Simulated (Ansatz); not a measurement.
This geometry of GeH₄S₂Si (8 atoms, charge 0, multiplicity 1) is a first-order saddle point.

All numbers below come from RKS CAM-B3LYP-D4/def2-SVP (Ansatz).

```xyz
8
Properties=species:S:1:pos:R:3
Si -0.673 0.992 -0.570
Ge -0.275 -1.361 -0.160
S 1.441 -0.775 1.530
S 1.989 -1.522 -0.326
H -1.406 1.170 -1.855
H -1.517 1.541 0.527
H 0.643 1.679 -0.628
H -0.110 -1.781 1.427
```

Q: Which two structures does it join? (They come from a converged band through this point; their orientation in space is the band's.)

A: Bonds broken: Ge2–H8. Bonds formed: S3–H8.

First end point:

```xyz
8
Properties=species:S:1:pos:R:3
Si -0.687 1.060 -0.498
Ge 0.105 -0.982 0.405
S 1.937 -0.785 1.628
S 2.070 -1.626 -0.381
H -1.451 0.789 -1.744
H -1.572 1.729 0.492
H 0.514 1.883 -0.779
H -0.824 -2.125 0.821
```

Last end point:

```xyz
8
Properties=species:S:1:pos:R:3
Si -0.737 1.142 -0.554
Ge -0.897 -1.247 0.066
S 1.274 -1.030 1.332
S 1.330 -1.631 -0.681
H -0.871 1.245 -2.038
H -1.824 1.974 0.048
H 0.575 1.734 -0.160
H 1.242 -2.245 1.932
```

Q: How far does it lie above each of them?

A: 31.8 kcal/mol above the first and 23.4 kcal/mol above the second. This is the barrier of this one path; another mechanism may lie lower. The orbitals stay closed-shell, which can raise the energy where a bond breaks towards radicals; this wasn't checked here.

Time of the run: 6.5 min on 2 threads of Intel(R) Xeon(R) Platinum 8488C (Sapphire Rapids) (shared host), peak memory 0.35 GiB.
